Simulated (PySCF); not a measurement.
## Spinor energies of Co (cobalt, neutral)

Start: [Ar] 3d7 4s1 4p1; 3d3/2 filled at m_j = +1/2, +3/2; 3d5/2 filled at m_j = -3/2, -1/2, +1/2, +3/2, +5/2; 4s1/2 filled at m_j = +1/2; 4p3/2 filled at m_j = +3/2. Calculated with PySCF 2.14 in x2c-SVPall-2c with one added diffuse shell each of s, d type (6s5p4d1f, 48 functions): generalised Hartree-Fock with the X2C-1e Hamiltonian and a Gaussian nucleus; one run each with spin-orbit coupling (SO) switched off, then screened by Boettger's factors. This is a chosen level, not necessarily the ground level.

```tsv
spinor shell	electrons	ε, spin-free (eV)	ε, screened SO (eV)	weight of nominal j (screened SO)	rms radius, screened SO (bohr)
1s1/2	2	-7773.8	-7773.7	1.000	0.0649
2s1/2	2	-964.41	-964.37	1.000	0.276
2p1/2	2	-822.43	-833.02	0.996	0.247
2p3/2	4	-822.43	-817.18	0.998	0.250
3s1/2	2	-125.31	-125.30	1.000	0.832
3p3/2	4	-82.025	-80.898	0.819	0.892
3p1/2	2	-82.025	-84.268	0.638	0.889
3d5/2	5	-17.668	-18.765	0.581	1.17
3d3/2	2	-17.668	-14.936	0.679	1.19
4s1/2	1	-9.395	-9.395	0.999	3.14
4p3/2	1	-3.905	-3.871	1.000	3.05
```

| quantity | spin-free | screened SO |
| --- | --- | --- |
| E (hartree) | -1391.54061 | -1391.56132 |
| M_J | 13/2 | 13/2 |
| ⟨J²⟩ | 48.760 | 48.760 |
| ⟨L²⟩ | 20.009 | 20.027 |
| ⟨S²⟩ | 8.751 | 8.743 |

Each row is a mean over spinors that exchange with the open shell spreads, by up to 14.079 eV (3p3/2).

Rows whose weight is well below 1 are mixtures of j = l ± 1/2: exchange outweighs spin-orbit coupling there, and the label is only the starting occupation.

Without spin-orbit coupling the j labels of p, d and f shells carry no meaning; the spin-free column gives the mean over the occupied spinors of each nl shell.
